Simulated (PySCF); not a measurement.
# Two-component Hartree-Fock for Hg⁵²⁺ (mercury, charge +52)

Start: [Ar] 3d10. Calculated with PySCF 2.14 in an even-tempered Gaussian basis (15 s from 14 bohr⁻², ratio 2.8; 13 p from 18 bohr⁻², ratio 2.8; 8 d from 18 bohr⁻², ratio 2.8; 3 f from 69 bohr⁻², ratio 3): generalised Hartree-Fock with the X2C-1e Hamiltonian and a Gaussian nucleus; one run each with spin-orbit coupling (SO) switched off, then screened by Boettger's factors.

```
spinor shell  electrons  ε, spin-free (eV)  ε, screened SO (eV)  weight of nominal j (screened SO)  rms radius, screened SO (bohr)
       1s1/2          2           -86503.9             -86472.9                              1.000                          0.0187
       2s1/2          2           -17826.5             -17817.4                              1.000                          0.0754
       2p1/2          2           -15789.0             -17203.1                              1.000                          0.0638
       2p3/2          4           -15789.0             -15239.7                              1.000                          0.0718
       3s1/2          2            -6319.4              -6317.0                              1.000                           0.189
       3p1/2          2            -5715.0              -6047.8                              1.000                           0.181
       3p3/2          4            -5715.0              -5583.4                              1.000                           0.196
       3d3/2          4            -5101.5              -5160.9                              1.000                           0.170
       3d5/2          6            -5101.5              -5061.2                              1.000                           0.174
```

| quantity | spin-free | screened SO |
| --- | --- | --- |
| E (hartree) | -17533.44506 | -17564.25231 |
| M_J | 0 | 0 |
| ⟨J²⟩ | 0.000 | 0.000 |
| ⟨L²⟩ | 0.000 | 0.087 |
| ⟨S²⟩ | 0.000 | 0.087 |

Breit and QED terms are absent; they matter most for the inner s and p1/2 levels.

Densities and radii are taken from the X2C orbitals without a picture-change correction, which distorts them close to the nucleus.

Without spin-orbit coupling the j labels of p, d and f shells carry no meaning; the spin-free column gives the mean over the occupied spinors of each nl shell.
